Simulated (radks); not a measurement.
Results of a calculation; reference values are marked as such.
Q: The niobium ion Nb+, 40 electrons, occupied as [Kr] 4d4. Level of theory: scalar-relativistic Kohn-Sham, r2SCAN, spin-polarised, spherical densities, finite nucleus; open shells are filled with parallel spins first (spin-orbit coupling, left out, can overturn this in heavy ions); meta-GGA in the generalised Kohn-Sham scheme; Fermi nuclear charge, rms radius 4.324 fm (a radial shooting solver on a logarithmic mesh with Libxc functionals). Some entries of the table are withheld. Estimate them.

orbital,occ.,eigenvalue (eV),r(max) (bohr)
1s down,1,-18856.44,0.02349
1s up,1,-18856.41,0.02349
2s up,1,-2654.490,0.1331
2s down,1,-2653.998,0.1331
2p up,3,-2368.302,0.1065
2p down,3,-2367.957,0.1065
3s up,1,-452.9794,0.3949
3s down,1,-452.8231,0.3950
3p up,3,-358.5160,0.3890
3p down,3,-358.3143,0.3891
3d up,5,-204.6586,(1)
3d down,5,-204.2658,(2)
4s up,1,(3),1.039
4s down,1,(4),1.030
4p up,3,-42.8159,1.131
4p down,3,-39.8634,1.120
4d up,4,-10.1916,1.497

A: 
(1) 3d up r(max) (bohr): 0.3355
(2) 3d down r(max) (bohr): 0.3357
(3) 4s up eigenvalue (eV): -67.1122
(4) 4s down eigenvalue (eV): -64.6284
